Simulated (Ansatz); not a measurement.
Relaxation of CH5GaO (8 atoms, charge 0, multiplicity 1), to a largest force component of 0.03 eV/Å in at most 50 steps.

Computed with Ansatz 0.2.0, RHF/def2-mTZVP.

```xyz
8
Properties=species:S:1:pos:R:3
Ga 0.043 -0.173 0.181
H 0.625 -0.292 1.613
O 1.719 -0.284 -0.389
H 2.331 -0.371 0.321
C -1.573 0.014 -0.915
H -2.292 -0.760 -0.677
H -2.052 0.970 -0.739
H -1.329 -0.056 -1.967
```

Q: Where does it end, and by what steps?

A: The forces met the threshold. After 6 steps the energy has fallen by 0.609 eV; H2 moved furthest, 0.56 Å.

```csv
step,energy less start (eV),largest force component (eV/Å),accepted
0,0.0000,1.674,yes
1,-0.3836,0.785,yes
2,-0.5409,0.367,yes
3,-0.5786,0.836,yes
4,-0.5136,0.810,no
5,-0.6039,0.177,yes
6,-0.6087,0.022,yes
```

```xyz
8
Properties=species:S:1:pos:R:3
Ga 0.107 -0.184 0.284
H 0.124 -0.257 1.862
O 1.684 -0.277 -0.546
H 2.463 -0.365 -0.021
C -1.486 0.002 -0.872
H -2.218 -0.767 -0.653
H -1.971 0.958 -0.703
H -1.228 -0.062 -1.922
```

Whether the end is a true minimum wasn't checked by a vibrational analysis.

The run took 14 s on 1 thread of Arm Neoverse V2, on a shared host, peak memory 0.17 GiB.
